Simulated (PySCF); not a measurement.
# Which determinant of MgGe lies lowest?

Unrestricted PBE0; basis Mg aug-pcseg-1, Ge aug-pcseg-1; no relativity; PySCF 2.14. Outer shells of the fragments: Mg 3s2; Ge 3d10 4s2 4p2.

Followed along the bond (rough minima from three points):

| 2Ms+1 | unpaired | ⟨S²⟩ at the start | R at minimum (Å) | Te (eV) |
| --- | --- | --- | --- | --- |
| 3 | π ↑↑ | 2.14 | 2.63 | 0.00 |
| 1 | π ↑↓ | 1.01 | 2.62 | 0.31 |
| 3 | σ ↑, π ↑ | 2.01 | 2.92 | 0.61 |
| 1 | σ ↓, π ↑ | 1.01 | 2.85 | 0.73 |
| 1 | none | 0.00 | 2.61 | 1.07 |

Solutions found at the starting distance of 2.515 Å, counted from the lowest of them; the search is not exhaustive and high or unbound solutions are not listed, so other states can lie among these:

| 2Ms+1 | unpaired | term | E (eV) | ⟨S²⟩ | ⟨Lz²⟩ | μ (D) |
| --- | --- | --- | --- | --- | --- | --- |
| 3 | π ↑↑ | ³Σ⁻ | 0.00 | 2.14 | 0.00 | -3.44 |
| 1 | π ↑↓ | mixed | 0.31 | 1.01 | 2.01 | -3.62 |
| 3 | σ ↑, π ↑ | ³Π | 0.84 | 2.01 | 1.00 | -0.22 |
| 1 | σ ↓, π ↑ | mixed | 0.93 | 1.01 | 1.00 | -0.37 |
| 1 | none | mixed | 1.07 | 0.00 | 2.00 | -3.53 |
| 3 | σ ↑↑, π ↑↓ | mixed | 1.73 | 3.01 | 2.01 | -1.78 |

A term symbol is given only where ⟨S²⟩ and ⟨Lz²⟩ are close to those of a pure state; real π, δ and φ orbitals otherwise mix terms. A positive dipole means Mg(−)Ge(+).

Spin–orbit coupling is left out.
